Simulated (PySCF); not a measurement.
Species: C5H5BF2O.
Cartesian coordinates in Å at the GFN2-xTB level; atoms count from 1:
```xyz
14
C5H5BF2O angstrom
F      2.7173    0.3675   -1.4987
B      2.2203    0.4321   -0.2744
F      3.1119    0.7496    0.6528
C      0.7419    0.1639    0.0468
C      0.3032    0.2476    1.3148
O     -0.9506    0.0421    1.7450
C     -1.8781   -0.2894    0.7863
C     -1.6086   -0.4110   -0.5021
C     -0.2324   -0.1954   -1.0630
H      0.9638    0.5011    2.1326
H     -2.8521   -0.4370    1.2257
H     -2.3928   -0.6747   -1.1926
H     -0.2528    0.6025   -1.8143
H      0.1083   -1.0992   -1.5811
```

The closed-shell SCF was solved with PySCF and density fitting under several settings on one GFN2-xTB geometry (grid level 2 and gas phase unless stated).

```tsv
settings	basis functions	SCF cycles	E (Eh)	HOMO (eV)	LUMO (eV)	dipole (D)
PBE0/pcSseg-1	178	14	-492.8178	-6.70	-1.24	2.45
PBE0/def2-SVPD	229	14	-492.5248	-6.73	-1.30	2.51
```

Problem. Estimate the rows for these settings: (1) OPBE/ANO-RCC-VDZP, fitting basis def2-universal-jkfit, energy threshold 1e-06 Eh; (2) PBE0/def2-SVP, energy threshold 1e-08 Eh, level shift 0.2 Eh; (3) BLYP/pcSseg-1, energy threshold 1e-06 Eh.

Solution. 
| settings | basis functions | SCF cycles | E (Eh) | HOMO (eV) | LUMO (eV) | dipole (D) |
| --- | --- | --- | --- | --- | --- | --- |
| OPBE/ANO-RCC-VDZP, fitting basis def2-universal-jkfit, energy threshold 1e-06 Eh | 151 | 9 | -493.2934 | -5.52 | -2.05 | 2.52 |
| PBE0/def2-SVP, energy threshold 1e-08 Eh, level shift 0.2 Eh | 151 | 10 | -492.4993 | -6.59 | -1.11 | 2.35 |
| BLYP/pcSseg-1, energy threshold 1e-06 Eh | 178 | 9 | -493.2411 | -5.41 | -2.00 | 2.38 |

Problem. Over all rows, what range does the HOMO–LUMO gap span?

Solution. From 3.41 eV (BLYP/pcSseg-1, energy threshold 1e-06 Eh) to 5.48 eV (PBE0/def2-SVP, energy threshold 1e-08 Eh, level shift 0.2 Eh). The functional of the narrowest has no exact exchange, that of the widest 25 % exact exchange.

Problem. And the dipole moment?

Solution. From 2.35 D (PBE0/def2-SVP, energy threshold 1e-08 Eh, level shift 0.2 Eh) to 2.52 D (OPBE/ANO-RCC-VDZP, fitting basis def2-universal-jkfit, energy threshold 1e-06 Eh); the largest is 1.07 times the smallest, and the median is 2.45 D.

Problem. Compare two rows with the functional PBE0: PBE0/pcSseg-1 and PBE0/def2-SVPD. Which energy is lower, and by how much?

Solution. PBE0/pcSseg-1 (178 functions) lies 0.2930 Eh or 184 kcal/mol below PBE0/def2-SVPD (229 functions). The smaller set gives the lower energy; the two sets aren't nested, so the variational bound doesn't order them by size.

Cycle counts include a coarse-grid stage where the run had one. ANO-RCC sets were contracted for a scalar-relativistic Hamiltonian, but ran non-relativistically here.
